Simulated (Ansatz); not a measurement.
Geometry optimisation, RKS r2SCAN-D4/def2-SVP in Ansatz.

Input:

```yaml
crystal:
  periodic: [false, false, false]
  atoms:
    - { symbol: Al, position_ang: [0.0, 0.0, 0.0] }
    - { symbol: Cl, position_ang: [0.0, 0.0, 2.58] }
    - { symbol: F, position_ang: [1.4635, 0.0, -0.845] }
    - { symbol: F, position_ang: [-1.4635, 0.0, -0.845] }
    - { symbol: O, position_ang: [0.0869, -1.972, 0.6559] }
    - { symbol: H, position_ang: [-0.4595, -2.5566, 0.0397] }
    - { symbol: H, position_ang: [0.0622, -1.4098, 1.8287] }
basis:
  gaussian: { orbitals: def2-SVP }
hamiltonian:
  xc: r2scan
  dispersion: d4
relax:
  f_tol: 0.15
  max_steps: 25
  restrain:
    - { distance: [0, 4], at: 1.78, k: 30.0 }
    - { distance: [6, 1], at: 1.37, k: 30.0 }
    - { distance: [0, 1], at: 3.43, k: 30.0 }
    - { distance: [6, 4], at: 2.21, k: 30.0 }
```

Command:

```bash
$ ansatz run input.yaml --threads 2 --pin off --max-ram 3072MiB --backend cpu --events-out ev --progress --plain --runs-dir out
```

**Question.** Where does it end, and by what steps?

**Answer.** The run converged. The restraints hold the end off the free minimum; the threshold counts their pulls, which the force column leaves out. Restrained pairs: Al1–O5 (2.08 → 1.75 Å), Cl2–H7 (1.60 → 1.34 Å), Al1–Cl2 (2.58 → 3.42 Å), O5–H7 (1.30 → 2.20 Å). After 7 steps the energy has fallen by 0.703 eV (the restraints' own energy left out); Al1 moved furthest, 0.67 Å.

```tsv
step	energy less start (eV)	largest force component (eV/Å)	accepted
0	0.0000	3.798	yes
1	0.1183	4.091	yes
2	-0.1482	3.704	yes
3	-0.5151	1.555	yes
4	-0.5144	1.582	yes
5	-0.6912	1.009	yes
6	-0.6856	1.043	no
7	-0.7035	0.951	yes
```

```xyz
7
Properties=species:S:1:pos:R:3
Al 0.033 -0.452 -0.495
Cl -0.023 -0.093 2.908
F 1.442 0.352 -0.792
F -1.406 0.159 -1.024
O 0.112 -2.026 0.255
H -0.664 -2.603 0.237
H 0.196 -1.277 2.325
```

Time of the run: 29 s on 2 threads of AMD EPYC 7R43 64-Core Processor (Zen 3) (shared host), peak memory 0.18 GiB.
